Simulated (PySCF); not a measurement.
A structure optimised at B3LYP-D3(BJ)/def2-SVP, used in a PySCF frequency run:

```
Bi
O 1 2.0882
H 2 0.9707 1 111.29
O 1 2.0931 2 97.08 3 -29.04
H 4 0.9710 1 109.45 2 96.22
Cl 1 2.5069 2 100.10 3 65.50
```

Question: Write its SMILES and formula.

Answer: [OH][Bi]([OH])[Cl], BiClH2O2

Question: What are its rotational constants (standard atomic weights)?

Answer: 3.6570, 1.9352, 1.7507 GHz
